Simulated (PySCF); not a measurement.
PySCF 2.14 output of an unrestricted TPSS calculation on a single atom or ion in aug-cc-pVDZ, with the non-relativistic Hamiltonian (point nucleus):

```
SCF conv_tol = 1e-09
number electrons alpha = 14  beta = 13
    J. Tao, J. P. Perdew, V. N. Staroverov, and G. E. Scuseria.,  Phys. Rev. Lett. 91, 146401 (2003)
    J. P. Perdew, J. Tao, V. N. Staroverov, and G. E. Scuseria.,  J. Chem. Phys. 120, 6898 (2004)
    J. Tao, J. P. Perdew, V. N. Staroverov, and G. E. Scuseria.,  Phys. Rev. Lett. 91, 146401 (2003)
    J. P. Perdew, J. Tao, V. N. Staroverov, and G. E. Scuseria.,  J. Chem. Phys. 120, 6898 (2004)
cycle= 1 E= -1508.02401471455  delta_E= 0.0168  |g|= 0.373  |ddm|= 0.479
cycle= 2 E= -1507.88829821341  delta_E= 0.136  |g|= 0.936  |ddm|= 0.69
cycle= 3 E= -1508.05330337481  delta_E= -0.165  |g|= 0.0512  |ddm|= 0.479
cycle= 4 E= -1508.05396966408  delta_E= -0.000666  |g|= 0.00727  |ddm|= 0.0489
cycle= 5 E= -1508.05399449477  delta_E= -2.48e-05  |g|= 0.00235  |ddm|= 0.0243
cycle= 6 E= -1508.05400452644  delta_E= -1e-05  |g|= 0.00172  |ddm|= 0.0257
cycle= 7 E= -1508.0540071931  delta_E= -2.67e-06  |g|= 0.000198  |ddm|= 0.0205
cycle= 8 E= -1508.05400723126  delta_E= -3.82e-08  |g|= 2.87e-05  |ddm|= 0.00218
cycle= 9 E= -1508.05400723144  delta_E= -1.82e-10  |g|= 1.37e-06  |ddm|= 3.08e-05
converged SCF energy = -1508.05400723144  <S^2> = 0.78658652  2S+1 = 2.0362579
```

The run itself started from symmetry-adapted Hartree-Fock orbitals and held the occupation by maximum overlap, on a logarithmic radial grid, so the iterations belong to that start.

**Question.** Which element, charge and spin multiplicity is this?

**Answer.** Ni⁺ (nickel, charge +1), multiplicity 2; the state was [Ar] 3d9, 2D determinant.
